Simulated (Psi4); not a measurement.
CaF2 (SMILES [F][Ca][F]), singlet, geometry from GFN2-xTB (such geometries of metal compounds can be far from the true shape); REVPBE/def2-SVP (Psi4).

The Psi4 input:
```
memory 2 GB

molecule {
0 1
Ca    0.48463727   -0.07969732   -0.18176975
F    -0.72534756    1.23563849   -0.79918929
F    -0.35162414   -1.05853334    1.20312207
}

set {
  basis def2-svp
  scf_type pk
  puream true
  d_convergence 1e-8
  dft_radial_points 99
  dft_spherical_points 590
}

energy('revpbe')
print_variables()
```

The log (banner, timings and long lists left out):

```
   => Loading Basis Set <=

    Name: DEF2-SVP
    Role: ORBITAL
    Keyword: BASIS

         ---------------------------------------------------------
                                   SCF
               by Justin Turney, Rob Parrish, Andy Simmonett
                          and Daniel G. A. Smith
                              RKS Reference
         ---------------------------------------------------------

  ==> Geometry <==

    Molecular point group: cs
    Full point group: Cs

    Geometry (in Angstrom), charge = 0, multiplicity = 1:

       Center              X                  Y                   Z               Mass
    ------------   -----------------  -----------------  -----------------  -----------------
         CA           0.070326515887    -0.534250025421     0.000000000000    39.962590863000
         F            1.446876026315     0.762087089534     0.000000000000    18.998403162730
         F           -1.594805815842     0.361692367169     0.000000000000    18.998403162730

  Running in cs symmetry.

  Rotational constants: A =      0.70806  B =      0.18855  C =      0.14890 [cm^-1]
  Rotational constants: A =  21227.16880  B =   5652.51230  C =   4463.84882 [MHz]
  Nuclear repulsion =  114.720898282317478

  Charge       = 0
  Multiplicity = 1
  Electrons    = 38
  Nalpha       = 19
  Nbeta        = 19

  ==> Algorithm <==

  SCF Algorithm Type is PK.
  DIIS enabled.
  MOM disabled.
  Fractional occupation disabled.
  Guess Type is SAD.
  Energy threshold   = 1.00e-06
  Density threshold  = 1.00e-08
  Integral threshold = 1.00e-12

  ==> Primary Basis <==

  Basis Set: DEF2-SVP
    Blend: DEF2-SVP
    Number of shells: 22
    Number of basis functions: 52
    Number of Cartesian functions: 56
    Spherical Harmonics?: true
    Max angular momentum: 2

  ==> DFT Potential <==

   => LibXC <=

    Version 7.1.2
    S. Lehtola, C. Steigemann, M. J. T. Oliveira, and M. A. L. Marques,  SoftwareX 7, 1–5 (2018) (10.1016/j.softx.2017.11.002)

   => Composite Functional: REVPBE <=

    revPBE GGA Exchange-Correlation Functional

    Y. Zhang and W. Yang, Phys. Rev. Lett. 80, 890, 1998

    Deriv               =              1
    GGA                 =           TRUE
    Meta                =          FALSE

    Exchange Hybrid     =          FALSE
    MP2 Hybrid          =          FALSE

   => Exchange Functionals <=

    1.0000   XC_GGA_X_PBE_R

   => Correlation Functionals <=

    1.0000     XC_GGA_C_PBE

[...]
   @RKS iter   6:  -876.99979778789282   -1.48225e-05   2.35287e-04 ADIIS/DIIS
   @RKS iter   7:  -876.99982785002794   -3.00621e-05   7.25905e-05 DIIS
   @RKS iter   8:  -876.99983115424322   -3.30422e-06   5.73409e-06 DIIS
   @RKS iter   9:  -876.99983118448233   -3.02391e-08   4.42009e-07 DIIS
   @RKS iter  10:  -876.99983118457862   -9.62928e-11   3.08538e-08 DIIS
   @RKS iter  11:  -876.99983118457919   -5.68434e-13   4.11174e-09 DIIS
  Energy and wave function converged.

  ==> Post-Iterations <==

   Electrons on quadrature grid:
      Ntotal   =   38.0000190300 ; deviation = 1.903e-05

    Orbital Energies [Eh]
    ---------------------

    Doubly Occupied:

[...]
      15Ap    -0.241043

    Virtual:

[...]
    Final Occupation by Irrep:
             Ap   App
    DOCC [    15,    4 ]
    NA   [    15,    4 ]
    NB   [    15,    4 ]

  @RKS Final Energy:  -876.99983118457919

   => Energetics <=

    Nuclear Repulsion Energy =            114.7208982823174779
    One-Electron Energy =               -1439.3015627431843768
    Two-Electron Energy =                 504.7020074439695350
    DFT Exchange-Correlation Energy =     -57.1211741676816871
    Empirical Dispersion Energy =           0.0000000000000000
    VV10 Nonlocal Energy =                  0.0000000000000000
    Total Energy =                       -876.9998311845791932

Computation Completed

Properties will be evaluated at   0.000000,   0.000000,   0.000000 [a0]

Properties computed using the SCF density matrix

 Multipole Moments:

 ------------------------------------------------------------------------------------
     Multipole            Electronic (a.u.)      Nuclear  (a.u.)        Total (a.u.)
 ------------------------------------------------------------------------------------

 L = 1.  Multiply by 2.5417464519 to convert [e a0] to [Debye]
 Dipole X            :          0.1922575            0.1420360            0.3342935
 Dipole Y            :         -1.4605254           -1.0790060           -2.5395314
 Dipole Z            :          0.0000000            0.0000000            0.0000000
 Magnitude           :                                                    2.5614395

 ------------------------------------------------------------------------------------

  Variable Map:
  ----------------------------------------------------------------------------
[...]
  Array Variable Map:
  ----------------------------------------------------------------------------
[...]
[...]
```
